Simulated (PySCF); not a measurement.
# Electron correlation in Ga⁺ (gallium, charge +1)

[Ar] 3d10 4s2, closed-shell 1S. Computed with PySCF 2.14 in cc-pVDZ-PP with ECP10MDF (4s3p2d, 23 functions), with a scalar-relativistic core potential. Frozen: 3s2 3p6 3d10; 2 electrons correlated.

Total MP2 correlation energy: -23.09 mhartree.

Same-spin part 0.00 and opposite-spin part -23.09 mhartree; SCS-MP2 scales them by 1/3 and 6/5 to -27.71 mhartree.

With two correlated electrons CCSD is exact within the correlated space (frozen core and kept virtual orbitals).

| level | correlation energy (mhartree) |
| --- | --- |
| CCSD | -35.25 |

Diagnostics: T1 = 0.0038, D1 = 0.0054, largest double amplitude 0.097.

Q: Is a single reference adequate?

A: Mostly. T1 lies below 0.03, but a double amplitude of this size points to a near-degeneracy that CCSD handles and MP2 describes poorly.
